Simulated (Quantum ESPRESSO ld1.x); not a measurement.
The iron ion Fe+, 25 electrons, occupied as [Ar] 3d4 4s2 4p1 (not the ground configuration). Method: scalar-relativistic Kohn-Sham, PBEsol, spin-unpolarised, spherical densities, point nucleus; computed with ld1.x of Quantum ESPRESSO 7.5.

X-ray form factor f0, the Fourier transform of the density (f0(0) = 25):

| sin(theta)/lambda (1/angstrom) | f0 (electrons) |
|---|---|
| 0.05 | 24.396 |
| 0.1 | 22.883 |
| 0.15 | 21.038 |
| 0.2 | 19.261 |
| 0.25 | 17.670 |
| 0.3 | 16.240 |
| 0.4 | 13.704 |
| 0.5 | 11.555 |
| 0.6 | 9.852 |
| 0.8 | 7.688 |
| 1 | 6.544 |
| 1.25 | 5.592 |
| 1.5 | 4.732 |
| 2 | 3.208 |
